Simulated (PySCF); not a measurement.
**Telling isomers of C₆H₁₃ClSi apart by NMR**

No relativistic terms, a single conformation, fast rotation and ring inversion assumed for equivalent nuclei, gas phase. NMR shieldings at PBE0/pcSseg-1/GIAO; GFN2-xTB geometry; PySCF 2.14.0 with density-fitted response routines.

Chemical shifts δ = σref − σ; 1H (σ = 31.72 ppm) and 13C (σ = 186.93 ppm) against TMS, all at this level. Where no couplings were computed, multiplicities follow the n + 1 count of equivalent neighbours, and m marks all less simple cases (inequivalent or close neighbours, rings, F or P nearby). Shifts are as computed. Against solution values, carbons near 30 ppm lie about +3 ppm off and those near 130 ppm about +5 ppm; carbons on Cl a further +6 ppm. Of 1211 compounds with measured shifts, 218 miss one by over three times the rms of a fit or turn the order of signals round; such compounds aren't used in these exercises. Carbons bonded to Cl come out too deshielded.

(1) Tabulate the signals of `C/C=C(\Cl)C(C)(C)[SiH3]`, `CCC/C(Cl)=C(/C)[SiH3]` and their relative energies.

(2) What is the quickest way to tell C/C=C(\Cl)C(C)(C)[SiH3] from CCC/C(Cl)=C(/C)[SiH3]?

Results:

(1) 
```tsv
SMILES	carbon types	δC	δH	E rel. (kcal/mol)
C/C=C(\Cl)C(C)(C)[SiH3]	2×C 1×CH 3×CH3	156.0, 122.0, 35.0, 27.7, 18.1	5.59 (q, 1H), 3.92 (s, 3H), 2.05 (d, 3H), 1.32 (s, 6H)	3.8
CCC/C(Cl)=C(/C)[SiH3]	2×C 2×CH2 2×CH3	155.5, 125.6, 48.1, 27.1, 25.7, 16.6	4.19 (s, 3H), 2.18 (t, 2H), 2.14 (s, 3H), 1.65 (m, 2H), 1.04 (t, 3H)	0.0
```

Energies are electronic energies at PBE0/pcSseg-1 on these geometries, without zero-point or thermal terms, each for the one conformer computed, which needn't be the lowest.

(2) Count the carbon signals: 5 against 6. The first has an alkene CH at 122.0 ppm, the second an allylic sp3 CH2 at 48.1 ppm. Their most deshielded carbons lie at 156.0 and 155.5 ppm. In the proton spectra the most deshielded non-exchanging signals are 5.59 (q, 1H) and 4.19 (s, 3H).
